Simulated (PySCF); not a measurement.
This PySCF input asks for the NMR shieldings of `InChI=1S/C3H11BN2O/c1-6(2)4(5)7-3/h5H2,1-3H3`; the geometry comes from GFN2-xTB.

```python
import basis_set_exchange as bse
import numpy as np
from pyscf import gto, dft
from pyscf.prop import nmr

atoms = """
C     2.517606    0.265827   -1.023568
O     1.245444   -0.271469   -0.803463
B     0.342018    0.305715    0.073546
N     0.662234    1.477396    0.802534
N    -0.909347   -0.349026    0.190292
C    -2.005765    0.057511    1.031437
C    -1.222048   -1.529250   -0.580256
H     3.116199    0.277337   -0.104981
H     3.016626   -0.367931   -1.759624
H     2.462135    1.287384   -1.418295
H     1.548278    1.938594    0.720456
H     0.038332    1.939389    1.435103
H    -1.743291    0.937999    1.609937
H    -2.892017    0.289983    0.427725
H    -2.274819   -0.746229    1.727934
H    -0.356083   -1.799237   -1.175171
H    -2.073076   -1.343595   -1.246430
H    -1.481183   -2.364081    0.081167
"""
names = dict.fromkeys(["C", "O", "B", "N", "H"], "pcSseg-1")
basis = {el: gto.basis.parse(bse.get_basis(n, elements=[el], fmt="nwchem")) for el, n in names.items()}
mol = gto.M(atom=atoms, basis=basis, charge=0, verbose=0)
mf = dft.RKS(mol, xc="PBE0")
mf.grids.level = 2
mf.grids.alignment = dft.numint.BLKSIZE   # the property module wants whole blocks of grid points
mf.conv_tol = 1e-9
mf.kernel()

calc = nmr.RKS(mf)   # GIAO
C = mf.mo_coeff
Co = C[:, mf.mo_occ > 0]
resp = mf.gen_response(singlet=True, hermi=2)
def vind(x):   # induced exchange potential for any number of trial vectors
    d = np.einsum("pi,xij,qj->xpq", C, 2 * x.reshape(-1, C.shape[1], Co.shape[1]), Co, optimize=True)
    return np.einsum("xpq,pi,qj->xij", resp(d - d.transpose(0, 2, 1)), C, Co, optimize=True).ravel()
mo1, _ = nmr.rhf.solve_mo1(calc, with_cphf=vind)
sigma = calc.kernel(mo1)
for i, s in enumerate(sigma):   # ppm
    w = np.linalg.eigvalsh((s + s.T) / 2)
    print("%2d %-2s iso %8.1f  s11 %8.1f  s22 %8.1f  s33 %8.1f" % (i, mol.atom_pure_symbol(i), w.mean(), *w))
```

Question: What are the results?

Answer: 
```
 0 C  iso    133.8  s11    107.0  s22    110.4  s33    184.0
 1 O  iso    284.2  s11    184.5  s22    312.3  s33    355.7
 2 B  iso     81.2  s11     66.1  s22     82.7  s33     94.8
 3 N  iso    227.3  s11    203.1  s22    231.8  s33    246.9
 4 N  iso    213.5  s11    170.4  s22    215.2  s33    254.8
 5 C  iso    147.7  s11    124.2  s22    134.8  s33    184.0
 6 C  iso    149.2  s11    124.1  s22    138.7  s33    184.9
 7 H  iso     28.1  s11     24.4  s22     25.7  s33     34.3
 8 H  iso     27.7  s11     23.2  s22     25.8  s33     34.1
 9 H  iso     28.1  s11     24.4  s22     25.7  s33     34.3
10 H  iso     30.0  s11     22.8  s22     28.2  s33     39.2
11 H  iso     30.0  s11     22.2  s22     29.0  s33     38.7
12 H  iso     29.1  s11     23.6  s22     29.6  s33     34.0
13 H  iso     29.2  s11     24.9  s22     26.6  s33     36.0
14 H  iso     29.2  s11     25.0  s22     26.6  s33     36.0
15 H  iso     27.7  s11     21.6  s22     29.6  s33     32.0
16 H  iso     29.5  s11     25.1  s22     27.0  s33     36.4
17 H  iso     29.6  s11     25.2  s22     27.1  s33     36.4
```

These numbers come from an equivalent density-fitted implementation of the same equations, which agrees with the script to about 0.01 ppm for H and up to a few tenths of a ppm for heavy atoms, so last digits may differ.

Size and cost of the density-fitted run: 174 basis functions, 63 s wall time on 1 thread of an Intel Xeon, shared host; peak memory 0.78 GiB.
